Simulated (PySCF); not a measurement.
Si(All)(F)(H)2 (C3H7FSi), SMILES C(C=C)[SiH2]F.

Coordinates come from a B3LYP-D3(BJ)/def2-SVP optimisation. One conformer was computed; it need not be the lowest.

These are PBE/def2-TZVP run with PySCF values and carry that method's errors.

```json
{
 "total_energy": "-507.59004 hartree",
 "highest_occupied_level": "-6.29 eV",
 "lowest_empty_level": "-1.25 eV",
 "orbital_gap": "5.04 eV",
 "dipole_moment": "1.42 D",
 "quadrupole, principal values (traceless, Buckingham form, about the centre of nuclear charge)": "-5.22, 0.91, 4.31 D·Å",
 "mean_static_polarisability": "63.6 bohr³ (9.43 Å³)",
 "polarisability_principal_values": "53.8, 57.6, 79.4 bohr³"
}
```
